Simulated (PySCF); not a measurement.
First SCF of a structure search on singlet CBr₂, at a hand-made bent geometry. PySCF input:

```python
from pyscf import gto, scf, dft
mol = gto.M(atom='''
C      0.000000     0.000000     0.000000
Br     1.548200     0.000000     1.084100
Br    -1.548200     0.000000     1.084100''',
    basis={'C': 'def2-SVP', 'Br': 'def2-SVP'},
    charge=0, spin=0)
mf = dft.RKS(mol, xc='PBE0')
mf.grids.atom_grid = (50, 194)
aux = {'C': 'def2-universal-JKFIT', 'Br': 'def2-universal-JKFIT'}
mf = mf.density_fit(auxbasis=aux)
mf.conv_tol = 1e-08
mf.diis_space = 10
mf.max_cycle = 60
mf.init_guess = 'minao'
mf.verbose = 4
mf.kernel()
```

Excerpt of the output (cycles and frontier levels):

```
init E= -5183.05787000115
  HOMO = -0.243285359132348  LUMO = -0.136043517002805  gap/eV = 2.91820
cycle= 1 E= -5184.95998568369  delta_E= -1.9  |g|= 0.362  |ddm|= 2.13
  HOMO = -0.307422834667399  LUMO = -0.20170321900785  gap/eV = 2.87678
cycle= 2 E= -5184.79345107533  delta_E= 0.167  |g|= 0.855  |ddm|=  1.1
  HOMO = -0.265121189429351  LUMO = -0.133527842909768  gap/eV = 3.58084
cycle= 3 E= -5184.99923963339  delta_E= -0.206  |g|= 0.0635  |ddm|= 0.823
  HOMO = -0.265583924903956  LUMO = -0.130519969386131  gap/eV = 3.67528
cycle= 4 E= -5184.99974028219  delta_E= -0.000501  |g|= 0.0178  |ddm|= 0.0743
  HOMO = -0.266573224839389  LUMO = -0.130361960119517  gap/eV = 3.70650
cycle= 5 E= -5184.99979273202  delta_E= -5.24e-05  |g|= 0.00197  |ddm|= 0.0171
  HOMO = -0.266265439098953  LUMO = -0.130035293604056  gap/eV = 3.70701
cycle= 6 E= -5184.99979427465  delta_E= -1.54e-06  |g|= 0.000294  |ddm|= 0.00323
  HOMO = -0.266272367070756  LUMO = -0.130043809060488  gap/eV = 3.70697
cycle= 7 E= -5184.99979433358  delta_E= -5.89e-08  |g|= 7.1e-05  |ddm|= 0.00111
  HOMO = -0.266276710277004  LUMO = -0.130048121001647  gap/eV = 3.70697
cycle= 8 E= -5184.99979433605  delta_E= -2.47e-09  |g|= 1.26e-05  |ddm|= 0.000214
  HOMO = -0.266276615350641  LUMO = -0.130047849378241  gap/eV = 3.70697
Extra cycle  E= -5184.9997943361  delta_E= -4.73e-11  |g|= 8.37e-06  |ddm|= 2.93e-05
converged SCF energy = -5184.9997943361
```

No lower solution of this spin was found from smeared starts or by a stability analysis within the restricted form, which does not test spin polarisation.

At the minimum of this search the closed-shell solution is unstable towards spin polarisation, so a lower open-shell solution exists.

The search for the lowest solution, 3 starts and the stability check together, took 17 s on 2 threads of a shared Intel Xeon @ 2.70GHz host, with 78 basis functions; the process peaked at 0.36 GiB.
